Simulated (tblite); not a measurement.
C4H12O2SSi2.
SMILES with atom numbers: `[CH3:1][Si@@H:2](/[CH:3]=[CH:4]/[S@@:5]([CH3:6])=[O:7])[O:8][SiH3:9]` (hydrogens: H10, H11, H12 on C1; H13 on Si2; H14 on C3; H15 on C4; H16, H17, H18 on C6; H19, H20, H21 on Si9)

Computed with GFN2-xTB (tblite), gas phase: L-BFGS steps from a force-field or distance-geometry start until the largest atomic force falls under 0.01 eV/Å.

Step 4: E = -803.9051 eV
```
atom  x, y, z in Å  |  force x, y, z in eV/Å
C1      2.1304   -2.2705    0.5564   -0.079  -0.086   0.319
Si2     1.5149   -0.6215   -0.0798   -0.295   0.035  -0.291
C3     -0.3564   -0.7274   -0.2396   -0.160  -0.036  -0.393
C4     -1.1924   -0.1968    0.6224   -0.607   0.223   0.543
S5     -3.0370   -0.4930    0.6592    0.301   0.305  -0.165
C6     -3.7418    1.0844   -0.1197    0.296  -0.028   0.340
O7     -3.3031   -1.5516   -0.3094    0.102  -0.144  -0.178
O8      1.9747    0.6531    0.8536    0.089  -0.042  -0.385
Si9     2.5209    2.0183    0.1291    0.047   0.180  -0.126
H10     2.3252   -2.1757    1.6166    0.160  -0.227   0.155
H11     3.0295   -2.5779    0.0484    0.230  -0.082   0.024
H12     1.3861   -3.0484    0.4170    0.028   0.056   0.001
H13     2.0258   -0.3512   -1.4212    0.011  -0.136  -0.209
H14    -0.7651   -1.2671   -1.0932    0.017   0.079   0.194
H15    -0.8290    0.2871    1.5245   -0.284   0.105  -0.218
H16    -3.8276    1.7784    0.7120    0.067   0.082  -0.099
H17    -3.1773    1.5321   -0.9397    0.002  -0.356   0.242
H18    -4.7374    0.7997   -0.4450    0.085  -0.027  -0.082
H19     3.4076    1.5703   -0.9404    0.073   0.137  -0.093
H20     1.3542    2.7073   -0.4068   -0.067   0.052  -0.016
H21     3.2890    2.8672    1.0100   -0.017  -0.091   0.438
```

Step 5: E = -803.9670 eV
```
atom  x, y, z in Å  |  force x, y, z in eV/Å
C1      2.1330   -2.2700    0.5666   -0.050  -0.126   0.244
Si2     1.5107   -0.6297   -0.0987   -0.401   0.124   0.074
C3     -0.3707   -0.7130   -0.2401   -0.177  -0.079  -0.292
C4     -1.2188   -0.1912    0.6224   -0.182   0.135   0.391
S5     -3.0456   -0.4955    0.6729    0.348   0.062  -0.418
C6     -3.7277    1.0716   -0.1039   -0.033   0.361   0.110
O7     -3.2853   -1.5442   -0.3181   -0.001  -0.101  -0.041
O8      1.9799    0.6539    0.8200    0.071  -0.043  -0.324
Si9     2.5249    2.0334    0.1191    0.089  -0.009   0.173
H10     2.3373   -2.1908    1.6296    0.066  -0.152   0.020
H11     3.0335   -2.5795    0.0557    0.153  -0.053   0.045
H12     1.3863   -3.0462    0.4157    0.075   0.066   0.053
H13     2.0245   -0.3580   -1.4277    0.055  -0.141  -0.394
H14    -0.7678   -1.2673   -1.0888   -0.056   0.088   0.163
H15    -0.8447    0.2923    1.5140   -0.243   0.208  -0.043
H16    -3.8239    1.7899    0.7153    0.094  -0.107  -0.233
H17    -3.1748    1.5205   -0.9393    0.035  -0.441   0.413
H18    -4.7274    0.7986   -0.4512    0.228  -0.013   0.077
H19     3.4052    1.5788   -0.9385    0.219   0.127  -0.259
H20     1.3567    2.7040   -0.4042   -0.234   0.210  -0.108
H21     3.2859    2.8595    1.0336   -0.055  -0.118   0.350
```

Step 6: E = -804.0147 eV
```
atom  x, y, z in Å  |  force x, y, z in eV/Å
C1      2.1357   -2.2709    0.5770   -0.039  -0.063   0.117
Si2     1.5003   -0.6349   -0.1127   -0.307   0.095   0.208
C3     -0.3863   -0.7009   -0.2420   -0.157  -0.037  -0.062
C4     -1.2414   -0.1865    0.6258    0.231   0.037   0.080
S5     -3.0465   -0.4974    0.6748    0.236  -0.005  -0.259
C6     -3.7186    1.0655   -0.0903   -0.180   0.467  -0.073
O7     -3.2709   -1.5387   -0.3244   -0.085  -0.198  -0.141
O8      1.9852    0.6538    0.7883    0.036  -0.040  -0.212
Si9     2.5297    2.0456    0.1138    0.083  -0.087   0.240
H10     2.3482   -2.2055    1.6414   -0.011  -0.084  -0.068
H11     3.0382   -2.5814    0.0629    0.061  -0.011   0.068
H12     1.3872   -3.0441    0.4156    0.100   0.043   0.096
H13     2.0244   -0.3660   -1.4396    0.020  -0.175  -0.384
H14    -0.7718   -1.2667   -1.0836   -0.164   0.053   0.069
H15    -0.8611    0.3008    1.5059   -0.188   0.296   0.130
H16    -3.8193    1.7983    0.7153    0.098  -0.157  -0.203
H17    -3.1712    1.5040   -0.9324    0.138  -0.386   0.385
H18    -4.7147    0.7977   -0.4545    0.191  -0.024   0.160
H19     3.4072    1.5880   -0.9416    0.266   0.155  -0.300
H20     1.3545    2.7052   -0.4041   -0.239   0.264  -0.119
H21     3.2823    2.8511    1.0586   -0.090  -0.144   0.269
```

Task: Estimate the geometry and energy of step 7. (The exact step hangs on the optimiser's Hessian estimate; all steps are aligned on step 6, rigid shifts and turns removed.)

Result: E = -804.0622 eV, largest force 0.528 eV/Å
```
atom  x, y, z in Å  |  force x, y, z in eV/Å
C1      2.1383   -2.2720    0.5891   -0.015   0.036  -0.052
Si2     1.4841   -0.6398   -0.1252   -0.068   0.020   0.153
C3     -0.4055   -0.6881   -0.2445   -0.001  -0.026   0.117
C4     -1.2610   -0.1806    0.6303    0.506   0.010  -0.150
S5     -3.0438   -0.4994    0.6732   -0.010  -0.180  -0.155
C6     -3.7119    1.0657   -0.0774   -0.214   0.265  -0.152
O7     -3.2570   -1.5370   -0.3347   -0.112  -0.125  -0.128
O8      1.9916    0.6529    0.7506   -0.009  -0.031  -0.042
Si9     2.5363    2.0579    0.1113    0.029  -0.093   0.117
H10     2.3598   -2.2229    1.6534   -0.084  -0.001  -0.112
H11     3.0439   -2.5833    0.0724   -0.045   0.046   0.085
H12     1.3897   -3.0415    0.4175    0.091  -0.018   0.126
H13     2.0240   -0.3786   -1.4588   -0.083  -0.235  -0.218
H14    -0.7799   -1.2653   -1.0772   -0.286   0.002  -0.036
H15    -0.8824    0.3161    1.5002   -0.115   0.355   0.259
H16    -3.8126    1.8055    0.7129    0.078  -0.074  -0.048
H17    -3.1636    1.4795   -0.9189    0.319  -0.205   0.169
H18    -4.6982    0.7962   -0.4549    0.019  -0.038   0.181
H19     3.4143    1.6014   -0.9503    0.230   0.223  -0.234
H20     1.3484    2.7112   -0.4058   -0.103   0.240  -0.064
H21     3.2767    2.8391    1.0910   -0.124  -0.170   0.182
```

The energy changes by -0.0476 eV. The first-order estimate −F·Δx gives -0.0690 eV and the mean of the old and new forces, exact on a quadratic surface, -0.0476 eV. The step makes an angle of 59° with the force vector and moves no atom by more than 0.038 Å.

The cost below is that of the whole relaxation. Hardware: Arm Neoverse N1, one thread, no GPU, shared host. Cost: 3.3 s wall.
